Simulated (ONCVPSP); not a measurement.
Potentials for Mn compared

Generated with ld1.x 7.5 (TM, RRKJ, ultrasoft, PAW), atompaw 4.2 or ONCVPSP 4.0.1. The cutoff is in Ry: for ld1.x and atompaw files where the sum of valence levels is converged to 10 mRy in a Bessel basis, for ONCV files where the hardest occupied wave has 1 mHa per electron of residual kinetic energy. The error is the largest all-electron minus pseudo excitation energy over each file’s own four to seven test configurations (ionisations up to +4, promotions, holes and added fractions of an electron), all of which were solved. The labels leave out finer settings (local radius, basis sizes, second energies), which also bear on the numbers. Spin-polarised tests are not counted. The rows are a selection from randomly drawn settings: files with unsolved tests, undetermined cutoffs or missed reference levels are left out.

A true bound ghost makes a file unfit for plane-wave use even where its test errors are small: the radial tests pick states by their node count and pass the ghost by.

```csv
potential,cutoff (Ry),largest error (meV),bound ghosts
"ONCV, PBEsol, scalar-relativistic, rc 1.25/1.55/1.00 (spd), local smoothed, core correction yes, reference 3s2 3p6 3d5 4s1.5 4p0.5, qcut 12.7/8.7/10.5, projectors 2/2/3",370,-0.3,none
"ONCV, BLYP, fully relativistic, rc 1.15/1.55/1.55 (spd), local smoothed, core correction no, reference 3s2 3p6 3d5 4s1 4p1, qcut 11.1/9.3/12, projectors 2/2/3",95,+2.7,none
"ONCV, PBE, fully relativistic, rc 1.35/1.75/0.95 (spd), local smoothed, core correction yes, reference 3s2 3p6 3d5 4s1.5 4p0.5, qcut 8.8/6.8/11.6, projectors 2/2/2",406,+77,none
"ONCV, PW91, scalar-relativistic, rc 1.40/1.30/1.35/1.45 (spdf), local smoothed, core correction yes, reference 3s2 3p6 3d5 4s2, qcut 7.5/11.6/11/6.7, projectors 2/2/2/1",98,+6.0,none
"ONCV, LDA (Perdew-Zunger), scalar-relativistic, rc 2.10/1.15/1.85 (spd), local smoothed, core correction no, reference 3p6 3d5 4s1.5, qcut 2.9/10.1/7.3, projectors 1/3/2",60,+118,s
```

(1) Fill in the row for Mn: ONCV, PBEsol, scalar-relativistic, rc 2.96/2.52/1.40 (spd), local d, core correction yes, reference 3d5 4s2, qcut 3.2/3.3/13, projectors 2/2/0.

## Answers

(1) cutoff 113 Ry, largest error -1121 meV, bound ghosts: s.
